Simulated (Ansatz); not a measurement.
The same molecule with X = O, S, Se. Ansatz, PBE0-D4/def2-TZVP geometries, multiplicity 1. Each molecule was computed in one conformer, which needn't be the lowest.

Scalar relativity is left out up to krypton.

```
 X          molecule  mean X–H bond length / Å  mean X–Si bond length / Å  HOMO energy (PBE0/def2-TZVPP) / eV  HOMO energy (ωB97M-V/def2-TZVPP) / eV  LUMO energy (ωB97M-V/def2-TZVPP) / eV
 O      `C[SiH](O)F`                     0.958                      1.634                               -8.90                                 -11.18                                   2.14
Se  `C[SiH](F)[SeH]`                     1.469                      2.267                               -7.31                                  -9.48                                   1.86
```

Task: Give the row for X = S, `C[SiH](F)S`. (An estimate is asked.)

Result: The calculation gave: 
```tsv
X	molecule	mean X–H bond length / Å	mean X–Si bond length / Å	HOMO energy (PBE0/def2-TZVPP) / eV	HOMO energy (ωB97M-V/def2-TZVPP) / eV	LUMO energy (ωB97M-V/def2-TZVPP) / eV
S	`C[SiH](F)S`	1.344	2.125	-7.79	-10.01	2.13
```

From O to Se the mean X–H bond length rises at each step, by 0.511 Å in all; the mean X–Si bond length rises at each step, by 0.633 Å in all; the HOMO energy (PBE0/def2-TZVPP) rises at each step, by 1.59 eV in all; the HOMO energy (ωB97M-V/def2-TZVPP) rises at each step, by 1.70 eV in all; the LUMO energy (ωB97M-V/def2-TZVPP) falls at each step, by 0.28 eV in all. Bonds lengthen as the atom grows down the group.

Spin–orbit coupling is left out; it splits and shifts lone-pair levels of the heavy atoms by tenths of an eV.
